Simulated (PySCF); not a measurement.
Compound: BF2H3Si.
Numbering: `[F:1][B:2]([F:3])[SiH3:4]` (hydrogens: H5, H6, H7 on Si4)

Geometry (PBE0-D3(BJ)/def2-SVP, Å), atoms numbered from 1 in this order:
```xyz
7
BF2H3Si angstrom
F      1.6865   -1.3110    0.3892
B      1.1786   -0.1338    0.0748
F      2.0448    0.8367   -0.1427
Si    -0.8366    0.1150   -0.0647
H     -1.4889   -0.3669    1.1913
H     -1.2026    1.5430   -0.2977
H     -1.3474   -0.7139   -1.2010
```

Method: PySCF 2.14.0, PBE0-D3(BJ)/def2-SVP geometry optimisation, gas phase.

Take the most abundant isotopes and a rigid rotor. 

Problem. What are A, B and C (GHz)?

Solution. Ia = 53.65, Ib = 138.69, Ic = 186.44 u·Å²; 505379 MHz·u·Å²/I gives 9419, 3644 and 2711 MHz, that is A = 9.4191, B = 3.6440, C = 2.7107 GHz.

Problem. Classify the top.

Solution. An asymmetric top; Ray's κ = -0.722.

Problem. Is it planar, by Δ = Ic − Ia − Ib?

Solution. Not planar: Δ = Ic − Ia − Ib = -5.91 u·Å². For a rigid frame Δ = −2 Σ m c², so Σ m c² = 2.95 u·Å² lies off the ab plane, practically all of it from hydrogen. The atom farthest from that plane is 1.29 Å away.

Problem. List the rotational levels J(Ka,Kc) to J = 2 (K).

Solution. Above 0(0,0), as E/k:
J = 1: 1(0,1) 0.305, 1(1,1) 0.582, 1(1,0) 0.627
J = 2: 2(0,2) 0.910, 2(1,2) 1.147, 2(1,1) 1.282, 2(2,1) 2.113, 2(2,0) 2.118

Problem. Which types of transition are allowed, and where do some lines up to J = 4 fall?

Solution. The dipole components are |μa| = 0.71 D, |μb| = 0.03 D, |μc| = 0.01 D. The squared components, which scale the intensities, stand as 1.00 : 0.00 : 0.00 (a : b : c). Some lines, for components of 0.1 D or more:

```csv
type,branch,"J(Ka,Kc)",MHz,lower level (cm⁻¹)
a,Q,"3(2,1) ← 3(2,2)",513,2.105
a,Q,"1(1,0) ← 1(1,1)",933,0.405
a,Q,"4(2,2) ← 4(2,3)",1485,2.950
a,Q,"2(1,1) ← 2(1,2)",2800,0.797
a,Q,"3(1,2) ← 3(1,3)",5592,1.385
a,R,"1(0,1) ← 0(0,0)",6355,0.000
a,Q,"4(1,3) ← 4(1,4)",9281,2.164
a,R,"2(1,2) ← 1(1,1)",11776,0.405
a,R,"2(0,2) ← 1(0,1)",12605,0.212
a,R,"2(1,1) ← 1(1,0)",13643,0.436
a,R,"3(1,3) ← 2(1,2)",17602,0.797
a,R,"3(0,3) ← 2(0,2)",18656,0.632
a,R,"3(2,2) ← 2(2,1)",19064,1.469
a,R,"3(2,1) ← 2(2,0)",19473,1.472
a,R,"3(1,2) ← 2(1,1)",20395,0.891
a,R,"4(1,4) ← 3(1,3)",23364,1.385
a,R,"4(0,4) ← 3(0,3)",24447,1.255
a,R,"4(2,3) ← 3(2,2)",25338,2.105
a,R,"4(3,2) ← 3(3,1)",25607,3.148
a,R,"4(3,1) ← 3(3,0)",25651,3.148
a,R,"4(2,2) ← 3(2,1)",26309,2.122
a,R,"4(1,3) ← 3(1,2)",27053,1.571
```

Whether it is a minimum is left open (no frequencies). No vibrational averaging or centrifugal distortion is included, and the geometry carries the error of its method. A rigid rotor knows nothing of internal rotation, which can split or shift real lines. Quadrupole hyperfine structure (11B) is left out.
